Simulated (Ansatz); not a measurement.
`O=[C](S)[GaH2]`. Charge 0, multiplicity 1.

```xyz
7

O     1.264    0.616    1.577
C     0.731    0.446    0.517
S     1.380    1.276   -0.950
Ga   -0.897   -0.753    0.279
H     0.471    0.767   -1.797
H    -1.463   -1.471    1.544
H    -1.487   -0.883   -1.171
```

(1) List the harmonic frequencies (cm⁻¹, unscaled) at PBE0-D4/def2-TZVP in Ansatz. (An estimate is asked.)

Results:

(1) Ansatz gave: 22i, 152, 287, 296, 420, 440, 471, 620, 726, 769, 970, 1758, 1962, 2007, 2712.
